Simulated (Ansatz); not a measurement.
**Worked example: HCl + Cd(CH3)(OH) → H2O + Cd(CH3)Cl**

Species: HCl (hydrogen chloride), singlet; Cd(CH3)(OH), singlet; H2O (water) `O`, singlet; Cd(CH3)Cl, singlet. The partners trade Cl for OH: H–Cl and Cd–OH bonds give way to H–OH and Cd–Cl.

Shapes, held fixed at every level: PBE0-D4/def2-TZVP. Programs: Ansatz 0.2.0. Electronic energies: no zero-point or thermal term.

At CCSD(T)/def2-TZVPP; 1 Eh = 2625.50 kJ/mol:

| species | energy (Eh) |
| --- | --- |
| HCl | -460.331246 |
| Cd(CH3)(OH) | -283.134598 |
| H2O | -76.337011 |
| Cd(CH3)Cl | -667.173143 |

Q: Work out ΔE of the reaction at this level.

A: 
1. Products less reactants: (-76.337011) + (-667.173143) − [(-460.331246) + (-283.134598)] = -0.044310 Eh = -116.3 kJ/mol.

Other levels give -125.2 (PBE0-D4/def2-TZVPP) to -116.8 kJ/mol (MP2/def2-TZVPP). No measured value is set beside it here. For atoms past krypton def2 sets carry core potentials with scalar relativity. Outer-core shells of Cd are correlated, in sets that cover them unevenly.
